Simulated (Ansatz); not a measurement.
GaSb₂⁻. Charge -1, multiplicity 1. Geometry B3LYP-D4/def2-TZVPD; atoms count from 1.

Cartesian coordinates in Å:
```
Ga 0.221 1.077 1.236
Sb 0.796 0.117 -1.351
Sb -1.017 -1.194 0.115
```

In the def2 sets Sb takes a core potential; there is no spin–orbit coupling. The structure comes from a short search, and lower isomers may exist.

**Question.** Estimate the Mulliken populations from the PBE0/def2-TZVPD orbitals of Ansatz.

**Answer.** 
```csv
atom,charge (e)
Ga1,-0.26
Sb2,-0.37
Sb3,-0.37
```
Mulliken values and Mayer orders depend strongly on the basis. With diffuse functions, as here, like atoms can get unlike values, and bond orders can come out too low or too high.

**Question.** And the Mayer bond orders between bonded heavy atoms (over 0.3)?

**Answer.** Ga1–Sb2 0.91 (2.82 Å); Ga1–Sb3 0.91 (2.82 Å); Sb2–Sb3 1.86 (2.68 Å).
